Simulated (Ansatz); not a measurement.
# The HOMO–LUMO gap down a group: C to Ge

All atoms of one element are swapped for its congeners: C2H6O `CCO`; SiH2(OH)(SiH3) (disilanol); GeH2(GeH3)(OH). All are singlets with charge 0.

Shapes, held fixed at every level: PBE0-D4/def2-TZVP. Flexible molecules stand in one conformer, not always the lowest. Programs: Ansatz 0.2.0. Values in eV.

```tsv
level	C2H6O	SiH2(OH)(SiH3)	GeH2(GeH3)(OH)
SPW92/def2-TZVPP	6.37	5.19	5.25
PBE-D4/def2-TZVPP	6.37	5.30	5.35
PBE0-D4/def2-TZVPP	8.90	7.39	7.48
r2SCAN0-D4/def2-TZVPP	9.69	7.78	7.85
wB97M-V/def2-TZVPP	12.78	11.16	11.32
wB97X-V/def2-TZVPP	13.31	11.71	11.73
```

At wB97X-V/def2-TZVPP the HOMO–LUMO gap isn't monotonic: it is largest for C and smallest for Si (13.31 and 11.71 eV). Every level shows the same order. Relativity is left out for Ge unless named. Orbital gaps aren't excitation energies, and the LUMO depends on the basis.
